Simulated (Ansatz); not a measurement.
Geometry optimisation, RKS B3LYP/def2-mTZVP (Ansatz 0.2.0).

input.yaml

```yaml
crystal:
  periodic: [false, false, false]
  atoms:
    - { symbol: Sn, position_ang: [-0.149275, -0.138014, 0.115645] }
    - { symbol: C, position_ang: [-0.092372, -0.044474, 2.26866] }
    - { symbol: H, position_ang: [-0.779209, -0.78143, 2.685601] }
    - { symbol: H, position_ang: [0.906984, -0.267555, 2.637931] }
    - { symbol: H, position_ang: [-0.396638, 0.937211, 2.624916] }
    - { symbol: H, position_ang: [1.427873, -0.300417, -0.546112] }
    - { symbol: H, position_ang: [-0.876934, 1.276282, -0.535029] }
    - { symbol: H, position_ang: [-1.078123, -1.500572, -0.379801] }
    - { symbol: H, position_ang: [1.614483, 1.998357, 1.119993] }
    - { symbol: H, position_ang: [1.333112, 1.698112, 1.693396] }
basis:
  gaussian: { orbitals: def2-mTZVP }
hamiltonian:
  xc: b3lyp
relax:
  f_tol: 0.03
  max_steps: 50
```

Command:

```bash
$ ansatz run input.yaml --threads 1 --pin off --max-ram 2048MiB --backend cpu --events-out ev --progress --plain --runs-dir out
```

**Question.** Where does it end, and by what steps?

**Answer.** The forces met the threshold. The force dipped under the threshold on the way, but the program's further checks kept it going. After 34 steps the energy has fallen by 0.238 eV; H10 moved furthest, 3.09 Å.

```csv
step,energy less start (eV),largest force component (eV/Å),accepted
0,0.0000,1.097,yes
2,-0.1730,0.109,yes
4,-0.2050,0.050,yes
6,-0.2129,0.135,yes
8,-0.2170,0.206,yes
10,-0.2229,0.187,yes
12,-0.2154,0.440,no
14,-0.2323,0.007,yes
16,-0.2340,0.052,yes
18,-0.2350,0.044,yes
20,-0.2353,0.035,yes
22,-0.2357,0.057,yes
24,-0.2361,0.103,yes
26,-0.2366,0.105,yes
28,-0.2370,0.139,yes
30,-0.2374,0.030,yes
32,-0.2378,0.056,yes
34,-0.2380,0.024,yes
```

```xyz
10
Properties=species:S:1:pos:R:3
Sn -0.557 -0.708 0.023
C -0.459 -0.613 2.184
H -1.463 -0.635 2.608
H 0.103 -1.461 2.574
H 0.033 0.306 2.499
H 1.022 -0.614 -0.650
H -1.493 0.598 -0.589
H -1.281 -2.185 -0.477
H 3.018 3.909 1.435
H 2.988 4.279 2.079
```

Run time: 3.4 min on 1 thread of Intel(R) Xeon(R) Platinum 8259CL CPU @ 2.50GHz (Skylake/Cascade Lake), on a shared host, peak memory 0.17 GiB.
